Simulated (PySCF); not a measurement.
Zr(Cl)(OH)(Me)2 (C₂H₇ClOZr), SMILES [CH3][Zr]([CH3])([OH])[Cl], multiplicity 1. Heavy atoms are numbered as in [Zr:1]([Cl:2])([OH:3])([CH3:5])[CH3:9]. Hydrogens are named by the atom that carries them.

The structure is a stationary point at B3LYP-D3(BJ)/def2-SVP. The multiplicity is an assumed one; other spin states were not compared. The def2 effective core potentials stand for the cores of Zr; spin–orbit coupling is left out. Other conformers were not sampled.

Level of theory: PBE/def2-TZVP in PySCF.

ESP charges are fitted to the potential on shells at 1.4 to 2.0 van der Waals radii. Atomic charges (e), one atom of each kind:

```csv
atom,Löwdin,ESP fit
Zr1,0.32,1.17
Cl2,0.06,-0.35
O3 (OH),-0.25,-0.77
H on O3,0.17,0.46
C5 (CH3),-0.55,-0.70
H on C5,0.13,0.15
```
